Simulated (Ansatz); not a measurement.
Compare A (`[NH]=[Ta]([OH])([OH])[OH]`) with its isomer B (`[NH2][Ta](=[O])([OH])[OH]`).

Gas-phase electronic energies from Ansatz, PBE0-D4/def2-TZVP geometries. CCSD(T)/CBS is the MP2 limit (def2-TZVPP, def2-QZVPP) plus CCSD(T) − MP2 in def2-TZVPP, frozen cores. Functionals use def2-TZVPP. B3LYP here is the variant with VWN-RPA as its local correlation; programs differ in this. def2 core potentials past Kr. For Ta outer-core shells are correlated without core-valence functions, which leaves a few kJ/mol of doubt a bond. Each species was taken in one conformer, which may not be the lowest.

A:

```xyz
9

N    -1.807    0.156   -0.174
Ta   -0.046    0.061   -0.046
O     0.577    1.695    0.754
O     0.663   -0.194   -1.815
O     0.472   -1.412    1.054
H    -2.798    0.269   -0.291
H     1.454    1.899    1.080
H     1.558   -0.420   -2.070
H    -0.072   -2.054    1.508
```

B:

```xyz
9

N    -0.158    1.556   -0.384
Ta    0.044   -0.407   -0.229
O     0.373   -0.968   -1.823
O    -1.558   -1.268    0.381
O     1.484   -0.796    0.969
H    -0.248    2.200    0.388
H    -0.146    2.058   -1.258
H    -2.113   -1.148    1.150
H     2.323   -1.227    0.804
```

(1) Which isomer does CCSD(T)/CBS put lower? Give the gap. (Best estimate.)

(2) Give E(B) − E(A) in kcal/mol with BLYP-D4, HF/def2-TZVPP, CCSD/def2-TZVPP, B3LYP-D4, B3LYP, r2SCAN-D4, CCSD(T)/def2-SVP. (An estimate is asked.)

(3) Does the order hold for the free energy at 298.15 K (harmonic terms from PBE0-D4)? (Estimate.)

Largest T1 diagnostic: 0.020.

Results:

(1) The calculation gave: B, by 17.0 kcal/mol.

(2) Computed: BLYP-D4 -19.0, HF/def2-TZVPP -15.3, CCSD/def2-TZVPP -17.0, B3LYP-D4 -18.0, B3LYP -18.0, r2SCAN-D4 -18.9, CCSD(T)/def2-SVP -19.0. None reverses the order clearly.

(3) Computed: Yes: G(B) − G(A) = -15.5 kcal/mol, for one conformer each.

From r2SCAN to r2SCAN0 (25 % exact exchange), in def2-TZVPP and without D4, E(B) − E(A) moves by +1.2 kcal/mol. At CCSD(T), def2-SVP lies −1.9 kcal/mol from the extrapolated value and def2-TZVPP −0.7 kcal/mol.
